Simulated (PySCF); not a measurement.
## Telling isomers of C$_{7}$H$_{12}$FP apart by NMR

[PySCF 2.14: shieldings: GIAO PBE0/pcSseg-1; structure optimised with PBE0-D3(BJ)/def2-SVP; no solvent; one computed conformer; rapidly exchanging positions averaged; non-relativistic Hamiltonian]

δ = σ(ref) − σ, references computed at the same level: TMS for ¹H and ¹³C. Splittings of carbon signals by F and P are missing where no couplings were computed. Where no couplings were computed, multiplicities follow the n + 1 count of equivalent neighbours, and m marks all less simple cases (inequivalent or close neighbours, rings, F or P nearby). Shifts are as computed. Against solution values, carbons near 30 ppm lie about +2 ppm off and those near 130 ppm about +5 ppm (rms about the fit 1.9 ppm; single classes can miss by 10 ppm). Of 1328 compounds with measured shifts, 309 miss one by over three times the rms of a fit or turn the order of signals round; such compounds aren't used in these exercises. Signals without a measured value on file couldn't be tested in this way; 1H shifts scatter by 0.2 ppm about their fit, and single ones miss by 0.5 ppm.

(1) Tabulate the signals of `C=CC/P=C(\F)C(C)C`, `C/C=C\P=C(\F)C(C)C` and their relative energies.

(2) What is the quickest way to tell C=CC/P=C(\F)C(C)C from C/C=C\P=C(\F)C(C)C?

Results:

(1) 
```tsv
SMILES	carbon types	δC	δH	E rel. (kcal/mol)
C=CC/P=C(\F)C(C)C	1×C 2×CH 2×CH2 2×CH3	236.8, 143.0, 123.3, 40.5, 30.5, 21.1	5.99 (m, 1H), 5.48 (m, 1H), 5.24 (m, 1H), 2.72 (m, 2H), 2.31 (m, 1H), 1.14 (d, 6H)	3.0
C/C=C\P=C(\F)C(C)C	1×C 3×CH 3×CH3	236.9, 151.2, 137.1, 35.9, 21.8, 19.3	6.62 (m, 1H), 6.47 (m, 1H), 3.34 (m, 1H), 2.14 (d, 3H), 1.16 (d, 6H)	0.0
```

Energies are electronic energies at PBE0/pcSseg-1 on these geometries, without zero-point or thermal terms, each for the one conformer computed, which needn't be the lowest.

(2) Both give the same number of carbon signals, but DEPT or the intensities differ. The first has a terminal =CH2 carbon at 123.3 ppm, the second an alkene CH at 151.2 ppm. Their most deshielded carbons lie at 236.8 and 236.9 ppm. In the proton spectra the most deshielded non-exchanging signals are 5.99 (m, 1H) and 6.62 (m, 1H).
